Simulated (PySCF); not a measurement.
H2O2, charge +1, doublet, geometry from GFN2-xTB (a state made from the parent by changing its charge; the spin is typed, not shown lowest); MP2/3-21G run with PySCF.

PySCF was given this input:
```python
from pyscf import gto, scf, mp

mol = gto.Mole()
mol.atom = '''
    O    -0.590657   -0.019005    0.259309
    O     0.590657    0.019005   -0.259309
    H    -1.289471   -0.034173   -0.463518
    H     1.289471    0.034173    0.463518
'''
mol.basis = '3-21g'
mol.charge = 1
mol.spin = 1
mol.verbose = 4
mol.build()

mf = scf.UHF(mol)
mf.kernel()

pt = mp.MP2(mf, frozen=2)
pt.kernel()
print('E(MP2) = %.10f' % pt.e_tot)
mf.analyze()
```

Task: Write the output that PySCF gives for this input, abridged.

Result: 
```
PySCF version 2.14.0

[INPUT] verbose = 4
[INPUT] num. atoms = 4
[INPUT] num. electrons = 17
[INPUT] charge = 1
[INPUT] spin (= nelec alpha-beta = 2S) = 1
[INPUT] symmetry False subgroup None
[INPUT] Mole.unit = angstrom
[INPUT] Symbol           X                Y                Z      unit          X                Y                Z       unit  Magmom
[...]
nuclear repulsion = 39.3281756076488
number of shells = 14
number of NR pGTOs = 36
number of NR cGTOs = 22
basis = 3-21g
ecp = {}

******** <class 'pyscf.scf.uhf.UHF'> ********
method = UHF
initial guess = minao
damping factor = 0
level_shift factor = 0
DIIS = <class 'pyscf.scf.diis.CDIIS'>
diis_start_cycle = 1
diis_space = 8
diis_damp = 0
SCF conv_tol = 1e-09
SCF conv_tol_grad = None
SCF max_cycles = 50
direct_scf = True
direct_scf_tol = 1e-13
number electrons alpha = 9  beta = 8
Set gradient conv threshold to 3.16228e-05
init E= -150.015842541533

cycle= 1 E= -149.520768509466  delta_E= 0.495  |g|= 0.333  |ddm|= 1.32
cycle= 2 E= -149.56872782626  delta_E= -0.048  |g|= 0.119  |ddm|= 0.335
cycle= 3 E= -149.57333476625  delta_E= -0.00461  |g|= 0.0263  |ddm|= 0.066
cycle= 4 E= -149.57386760759  delta_E= -0.000533  |g|= 0.00751  |ddm|= 0.032
cycle= 5 E= -149.573928376517  delta_E= -6.08e-05  |g|= 0.00254  |ddm|= 0.0107
cycle= 6 E= -149.573939203887  delta_E= -1.08e-05  |g|= 0.00081  |ddm|= 0.00504
cycle= 7 E= -149.573940501158  delta_E= -1.3e-06  |g|= 0.000115  |ddm|= 0.00225
cycle= 8 E= -149.573940520572  delta_E= -1.94e-08  |g|= 2.04e-05  |ddm|= 0.000277
cycle= 9 E= -149.573940521118  delta_E= -5.45e-10  |g|= 5.48e-06  |ddm|= 3.61e-05
Extra cycle  E= -149.57394052115  delta_E= -3.24e-11  |g|= 2.88e-06  |ddm|= 5.94e-06
converged SCF energy = -149.57394052115  <S^2> = 0.75973848  2S+1 = 2.0097149

******** <class 'pyscf.mp.ump2.UMP2'> ********
nocc = (np.int64(7), np.int64(6)), nmo = (20, 20)
frozen orbitals 2
E(UMP2) = -149.823227772118  E_corr = -0.249287250968305
E(SCS-UMP2) = -149.816383065781  E_corr = -0.242442544631343
E_corr(same-spin) = -0.0654255652276408
E_corr(oppo-spin) = -0.183861685740664
E(MP2) = -149.8232277721
**** SCF Summaries ****
Total Energy =                        -149.573940521149979
Nuclear Repulsion Energy =              39.328175607648781
One-electron Energy =                 -277.480665631271449
Two-electron Energy =                   88.578549502472697
Two-electron Coulomb Energy =          105.226371992573135
DFT Exchange-Correlation Energy =      -16.647822490100438
**** MO energy ****
                             alpha | beta                alpha | beta
[...]
To work with the spin densities directly, `use mulliken_meta_spin()` only printing them here.

 ** Mulliken spin pop alpha/beta on meta-lowdin orthogonal AOs **
 ** Mulliken Spin Density (per AO)  **
spin_pop of  0 O 1s       -0.00001
spin_pop of  0 O 2s        0.02104
spin_pop of  0 O 3s       -0.00005
spin_pop of  0 O 2px       0.00330
spin_pop of  0 O 2py       0.49870
spin_pop of  0 O 2pz       0.00398
spin_pop of  0 O 3px       0.00046
spin_pop of  0 O 3py       0.00085
spin_pop of  0 O 3pz       0.00031
spin_pop of  1 O 1s       -0.00001
spin_pop of  1 O 2s        0.02104
spin_pop of  1 O 3s       -0.00005
spin_pop of  1 O 2px       0.00330
spin_pop of  1 O 2py       0.49870
spin_pop of  1 O 2pz       0.00398
spin_pop of  1 O 3px       0.00046
spin_pop of  1 O 3py       0.00085
spin_pop of  1 O 3pz       0.00031
spin_pop of  2 H 1s       -0.02776
spin_pop of  2 H 2s       -0.00084
spin_pop of  3 H 1s       -0.02776
spin_pop of  3 H 2s       -0.00084
 ** Mulliken Spin Density (per atom)  **
spin density of  0 O =      0.52859
spin density of  1 O =      0.52859
spin density of  2 H =     -0.02859
spin density of  3 H =     -0.02859
 ** Mulliken pop alpha/beta on meta-lowdin orthogonal AOs **
 ** Mulliken pop       alpha | beta **
[...]
In total             9.00000 | 8.00000
 ** Mulliken atomic charges   ( Nelec_alpha | Nelec_beta ) **
charge of  0O =      0.04458  (     4.24201      3.71341 )
charge of  1O =      0.04458  (     4.24201      3.71341 )
charge of  2H =      0.45542  (     0.25799      0.28659 )
charge of  3H =      0.45542  (     0.25799      0.28659 )

WARN: System has nonzero charge 1; the dipole moment is origin-dependent.
Location of origin: [0. 0. 0.]

Dipole moment(X, Y, Z, Debye): -0.00000, -0.00000,  0.00000
```
